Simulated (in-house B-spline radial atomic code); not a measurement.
**Ionising Cl+ with different functionals**

Computed with a radial B-spline atomic code at the basis-set limit: scalar-relativistic (spin-free X2C) Hamiltonian, Fermi nucleus of rms radius 3.3654 fm, spin-polarised at highest spin, spherical fractional occupations for the functionals, and exact exchange of hybrids averaged over the configuration. The ionisation energy is the difference of two self-consistent energies, [Ne] 3s2 3p4 → [Ne] 3s2 3p3, without Breit or QED terms; ε is the level of the shell that loses the electron (its least bound occupied spin orbital).

| method | rung | ΔSCF (eV) | -ε(3p) (eV) |
| --- | --- | --- | --- |
| PBE0 | global hybrid | 23.65 | 19.77 |
| B3LYP | global hybrid | 23.87 | 19.56 |
| TPSSh | global hybrid | 23.55 | 18.79 |
| BHandHLYP | global hybrid | 23.71 | 21.26 |
| r2SCAN0 | global hybrid | 23.41 | 19.69 |
| B97-1 | global hybrid | 23.73 | 19.53 |
| HSE06 | range-separated hybrid | 23.65 | 19.35 |
| wB97X | range-separated hybrid | 23.79 | 22.46 |
| CAM-B3LYP | range-separated hybrid | 23.91 | 21.39 |
| LC-wPBE | range-separated hybrid | 23.84 | 22.94 |

Q: Among the functionals, which spreads more, the ΔSCF values or the orbital energies?

A: The orbital energies: ΔSCF values span about 0.50 eV and the orbital energies 4.15 eV; here energy differences depend much less on the functional than eigenvalues do.

Q: How do they compare with the NIST value?

A: NIST lists 23.814 eV (measured, ground level to ground level). Errors run from -0.40 to +0.09 eV; wB97X is closest (-0.02 eV), but part of that can be cancellation, since the calculations leave out spin-orbit coupling, Breit-QED terms, multiplet and fine-structure energies.
